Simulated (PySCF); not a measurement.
How the method changes the constants of KN⁻

State: ⁴Σ⁻ (quartet), unpaired electrons σ ↑, π ↑↑. Set-up: PySCF, spin-free X2C with a Gaussian nucleus, basis sets K aug-cc-pVDZ-X2C, N aug-cc-pVDZ-DK. De refers to K⁻ + N in their high-spin ground configurations, without counterpoise correction. The functionals are run spin-unrestricted. A positive dipole points towards N; it is taken about the centre of mass and depends on that origin. Levels whose curve was spin-contaminated or gave no clean fit are not listed.

| Level | Re (Å) | ωe (cm⁻¹) | De (eV) | μ (D) | CPU s a point (SCF and correlation, without the integrals) |
| --- | --- | --- | --- | --- | --- |
| LDA | 2.670 | 248 | 1.41 | 3.35 | 1.1 |
| PBE | 2.745 | 227 | 1.31 | 3.54 | 1.2 |
| revPBE | 2.784 | 214 | 1.23 | 3.84 | 0.8 |
| BLYP | 2.773 | 218 | 1.35 | 3.45 | 1.3 |
| r²SCAN | 2.747 | 226 | 1.07 | 3.70 | 1.9 |
| PBE0 | 2.705 | 247 | 1.01 | 3.33 | 1.9 |
| HSE06 | 2.704 | 247 | 1.02 | 3.30 | 2 |

The bond length runs from 2.670 Å (LDA) to 2.784 Å (revPBE). De spans 1.01 eV (PBE0, global hybrid GGA) to 1.41 eV (LDA, local density).

For an ion De counts to the pair picked by the measured ionisation energies or electron affinities, which need not be the lowest pair at this level. The highest Kohn–Sham level is positive in this anion. Much of that is self-interaction error, but it also means that the finite basis helps to hold the extra electron. The state was picked by a PBE0 search and need not be the measured ground state.

The whole job (state search and all levels along the bond) took about 4.1 min on 1 thread of Arm Neoverse N1 (shared host), peak memory 0.9 GiB.
